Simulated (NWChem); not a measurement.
Molecule: CH4O3Si; SMILES O[SiH2]OC=O

```xyz
9

O      0.6221    -1.5614     0.5775
C     -0.4242    -1.5471    -0.0192
O     -1.0490    -0.4470    -0.4051
Si    -0.3613     1.0731     0.0435
O      1.2320     1.1312    -0.3634
H     -0.9784    -2.4623    -0.3137
H     -0.6217     1.2195     1.4998
H     -1.0920     2.0640    -0.7738
H      1.7393     0.4082     0.0302
```
Atoms are numbered in this order, from 1.

Level: PBE0/def2-SVP (NWChem), optimised geometry, unscaled harmonic frequencies. 

Problem. List the harmonic frequencies with IR intensities, and the thermochemistry.

Solution. 
```json
[
 {"frequency (cm⁻¹)": "96", "IR intensity (km/mol)": "7.4"},
 {"frequency (cm⁻¹)": "165", "IR intensity (km/mol)": "4.0"},
 {"frequency (cm⁻¹)": "222", "IR intensity (km/mol)": "11.6"},
 {"frequency (cm⁻¹)": "310", "IR intensity (km/mol)": "25.0"},
 {"frequency (cm⁻¹)": "487", "IR intensity (km/mol)": "144.3"},
 {"frequency (cm⁻¹)": "653", "IR intensity (km/mol)": "69.8"},
 {"frequency (cm⁻¹)": "695", "IR intensity (km/mol)": "67.6"},
 {"frequency (cm⁻¹)": "723", "IR intensity (km/mol)": "31.7"},
 {"frequency (cm⁻¹)": "814", "IR intensity (km/mol)": "26.5"},
 {"frequency (cm⁻¹)": "878", "IR intensity (km/mol)": "79.8"},
 {"frequency (cm⁻¹)": "932", "IR intensity (km/mol)": "155.8"},
 {"frequency (cm⁻¹)": "945", "IR intensity (km/mol)": "298.1"},
 {"frequency (cm⁻¹)": "984", "IR intensity (km/mol)": "122.1"},
 {"frequency (cm⁻¹)": "1064", "IR intensity (km/mol)": "0.4"},
 {"frequency (cm⁻¹)": "1286", "IR intensity (km/mol)": "365.6"},
 {"frequency (cm⁻¹)": "1398", "IR intensity (km/mol)": "11.3"},
 {"frequency (cm⁻¹)": "1840", "IR intensity (km/mol)": "305.2"},
 {"frequency (cm⁻¹)": "2274", "IR intensity (km/mol)": "109.2"},
 {"frequency (cm⁻¹)": "2328", "IR intensity (km/mol)": "97.1"},
 {"frequency (cm⁻¹)": "3076", "IR intensity (km/mol)": "59.2"},
 {"frequency (cm⁻¹)": "3862", "IR intensity (km/mol)": "126.2"}
]
```

```
Item                                                                                Value
-----------------------------------------------------------------------  ----------------
zero-point energy                                                           35.8 kcal/mol
thermal correction to the enthalpy at 298.15 K (with zero-point energy)     40.1 kcal/mol
heat capacity Cv                                                         20.1 cal/(mol K)
entropy at 298.15 K and 1 atm (symmetry number 1)                        77.3 cal/(mol K)
dipole moment                                                                      1.14 D
```

Rigid rotor and harmonic oscillator; modes under 100 cm⁻¹ make the entropy uncertain.
